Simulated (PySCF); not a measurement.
**Gas-phase XPS of fluorodihydroxyborane, computed**

Compound: fluorodihydroxyborane, BFH2O2.
Bonds: O1–B2, B2–O3, B2–F4. Hydrogens: H5 on O1; H6 on O3.

Computed with delta-SCF UKS SCAN, pcX-2 on the ionised atom, pcseg-1 elsewhere, spin-free X2C (PySCF). Each binding energy is the total energy of the core-ionised species, with the hole localised on one atom, minus that of the ground state; both are solved self-consistently, so orbital relaxation is included.

List the computed XPS lines with their assignment.

| atom(s) | bonded to | level | binding energy (eV) | count |
| --- | --- | --- | --- | --- |
| O1/O3 | H and B | O 1s | 539.81 | 2 |
| B2 | F and 2 O | B 1s | 199.59 | 1 |
| F4 | B | F 1s | 693.44 | 1 |

Which photon energy gives electrons from B 1s of B2 a kinetic energy of 100 eV, and what is their de Broglie wavelength?

hν = 199.59 + 100 = 299.59 eV, recoil neglected; λ = 12.264 Å/√(E/eV) = 1.23 Å.

The first atom of each set that the bonding makes equivalent was ionised and stands for the set. The structure is a single PBE0-D3(BJ)/def2-SVP conformer in the gas phase; no vibrational or solvent corrections.

Conformer computed: `[OH:1][B:2]([OH:3])[F:4]`: H–O1–B2–O3 180°, H–O3–B2–O1 180°.
